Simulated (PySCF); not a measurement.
## Orbital picture of RbSr⁺

PBE at R = 4.473 Å; basis Rb def2-SVP with ECP28, Sr def2-SVP with ECP28; scalar-relativistic core potentials; PySCF 2.14. State: ¹Σ⁺ (singlet), closed shell. Only the outer orbitals are listed, counted within each symmetry, core potentials removing the inner ones.

```
orbital  occ.  ε (eV)  on Rb (%)            main shells (%)
     2σ     2  -36.64        100                   100 Rb s
     1π     2  -26.79          0                   100 Sr p
     1π     2  -26.79          0                   100 Sr p
     3σ     2  -26.71          0                   100 Sr p
     2π     2  -20.36        100                   100 Rb p
     2π     2  -20.36        100                   100 Rb p
     4σ     2  -20.31        100                   100 Rb p
     5σ     2   -7.01         11            84 Sr s, 9 Rb s
     6σ     0   -5.47         57  59 Rb s, 17 Sr s, 14 Sr p
     3π     0   -4.83          9           80 Sr d, 11 Sr p
     3π     0   -4.83          9           80 Sr d, 11 Sr p
```

Problem. Which are the highest filled and the lowest empty level, where do they sit, and how wide is the gap?

Solution. Highest filled 5σ at -7.01 eV (in %: 84 Sr s, 9 Rb s); lowest empty 6σ at -5.47 eV (in %: 59 Rb s, 17 Sr s, 14 Sr p); the gap at PBE is 1.54 eV.

```
bond order (Mayer)                                                                                                 : 0.41
⟨S²⟩                                                                                                               : 0.000
charge on Rb (Mulliken, basis-dependent)                                                                           : 0.77
charge on Rb (Löwdin, basis-dependent)                                                                             : 0.41
dipole moment (positive dipole points towards Sr; it is taken about the centre of mass and depends on that origin) : -3.05 D
polarisability along the bond                                                                                      : 300.9 bohr³
polarisability across the bond                                                                                     : 156.0 bohr³
```

Closed-shell solutions of metal pairs were not tested for spin polarisation, which can lower them a little.
